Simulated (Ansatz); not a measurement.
Compare A (`C=C1[SiH2]C1O`) with its isomer B (`C#C[SiH2]CO`).

Gas-phase electronic energies from Ansatz, PBE0-D4/def2-TZVP geometries. CBS: MP2 limit from def2 TZ/QZ plus the TZ coupled-cluster correction, frozen cores. DFT in def2-TZVPP. B3LYP here is the variant with VWN-RPA as its local correlation; programs differ in this. Each species was taken in one conformer, which may not be the lowest.

A:

Z-matrix (Å, degrees):
```
Si
C 1 1.922
C 1 2.414 2 35.3
H 1 1.501 2 102.2 3 -61.9
H 1 1.500 2 104.5 3 44.8
C 2 1.328 1 130.2 3 165.6
O 3 1.341 1 124.0 2 -110.0
H 3 1.082 1 99.2 2 124.6
H 6 1.083 2 121.0 1 8.5
H 6 1.087 2 121.3 1 -173.1
H 7 0.965 3 108.8 1 63.2
```

B:

```xyz
11

C    -2.202    1.041    0.734
C    -1.080    0.998    0.289
Si    0.621    0.816   -0.363
C     0.924   -1.046   -0.465
O     0.603   -1.693    0.756
H    -3.192    1.096    1.124
H     0.711    1.466   -1.696
H     1.557    1.471    0.584
H     0.366   -1.473   -1.311
H     1.983   -1.240   -0.657
H    -0.290   -1.435    1.005
```

**Question.** Which is lower in electronic energy at CCSD(T)/CBS, and by how much? (Estimate.)

**Answer.** Ansatz gave: B, by 140.6 kJ/mol.

**Question.** Give E(B) − E(A) in kJ/mol with PBE0-D4, ωB97M-V, MP2/def2-TZVPP, CCSD/def2-TZVPP, B3LYP-D4, HF/def2-TZVPP, r2SCAN-D4. (Best estimate.)

**Answer.** Computed: PBE0-D4 -103.6, ωB97M-V -143.3, MP2/def2-TZVPP -147.8, CCSD/def2-TZVPP -158.2, B3LYP-D4 -116.6, HF/def2-TZVPP -218.1, r2SCAN-D4 -100.3. None reverses the order clearly.

Largest T1 diagnostic: 0.023.

The D4 term adds +5.9 kJ/mol with B3LYP and +2.9 kJ/mol with PBE0; it sums over pairs of atoms, weighted by their polarisabilities, and B3LYP, whose exchange is more repulsive, gets the larger term. From PBE to PBE0 (25 % exact exchange), in def2-TZVPP and without D4, E(B) − E(A) moves by −28.9 kJ/mol.
